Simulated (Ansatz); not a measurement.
Calculated with Ansatz (gas phase, PBE0-D4/def2-TZVP geometries, no zero-point term in ΔE). CCSD(T)/CBS adds triple-zeta CCSD(T) − MP2 to the extrapolated MP2 energy (def2 sets, frozen cores). Functionals use def2-TZVPP. HSE06 is defined as in plane-wave codes. For Br, Se outer-core shells are correlated without core-valence functions, which leaves a few kJ/mol of doubt a bond. Scalar relativity is left out up to krypton. Each species was taken in one conformer, which may not be the lowest.

`O[SiH2][SiH2]Br` + H₂Se → `[SeH][SiH2]Br` + `O[SiH3]`  (cleavage of the Si–Si bond)

CCSD(T)/CBS gives -66.6 kJ/mol.

**Question.** Another level gave -52.8 kJ/mol. Which?
A. BHLYP/def2-TZVPP
B. PBE-D4/def2-TZVPP
C. HSE06/def2-TZVPP
D. CCSD(T)/def2-TZVPP

**Answer.** B. PBE-D4 -52.8, HSE06 -59.3, CCSD(T)/def2-TZVPP -63.6, BHLYP -67.7 kJ/mol.

**Question.** What do rigid-rotor, harmonic-oscillator terms from PBE0-D4/def2-TZVP frequencies (298.15 K, 1 bar) make of the CCSD(T)/CBS value? (Best estimate.)

**Answer.** Ansatz gave: ΔZPE = +4.3 kJ/mol, ΔH = -64.2 kJ/mol, ΔS = 6 J/(mol·K), ΔG = -66.2 kJ/mol. Modes under 50 cm⁻¹ make the entropy rough.

Largest T1 diagnostic among the species: 0.011.

From BLYP to BHLYP (50 % exact exchange), in def2-TZVPP and without D4, ΔE moves by −7.3 kJ/mol. At CCSD(T), def2-SVP lies +7.9 kJ/mol from the extrapolated value and def2-TZVPP +2.9 kJ/mol. Leaving LDA and LC-ωPBE aside and taking each functional with its dispersion term where it has one, the values, not all of them listed here, spread over 14.4 kJ/mol, from B2PLYP to PBE-D4. LDA lies +3.6 kJ/mol from PBE without D4.
